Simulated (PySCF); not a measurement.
Tl⁺ (thallium, charge +1) across methods

[Xe] 4f14 5d9 6s2 6p1, one real determinant (an excited configuration). All numbers are calculated (PySCF 2.14, the spin-free X2C one-electron Hamiltonian (Gaussian nucleus), in x2c-TZVPPall (11s7p6d3f, 83 functions)).

```
method   E (hartree)  mean ε 6s α (eV)  mean ε 6s β (eV)  mean ε 6p α (eV)  Σ⟨r²⟩ (bohr²)   ⟨S²⟩
  BLYP     -20249.82           -18.922           -18.201           -10.207          58.21  2.001
   M06     -20248.95           -19.700           -19.046           -10.910          58.16  2.001
   LDA     -20236.47           -19.370           -18.580           -10.502          57.82  2.000
r2SCAN     -20248.72           -19.416           -18.296           -10.677          57.72  2.003
   PBE     -20248.73           -19.063           -18.160           -10.414          58.01  2.001
  TPSS     -20247.96           -19.069           -18.048           -10.448          57.92  2.001
  PBE0     -20248.46           -20.257           -19.019           -11.384          57.89  2.002
   UHF  -20242.79688           -22.907           -20.495           -13.672          58.53  2.007
```

⟨L²⟩ = 8.00 against 12 for a pure F term, so this real determinant mixes terms. Spin-orbit coupling, absent here, splits the open shell strongly.
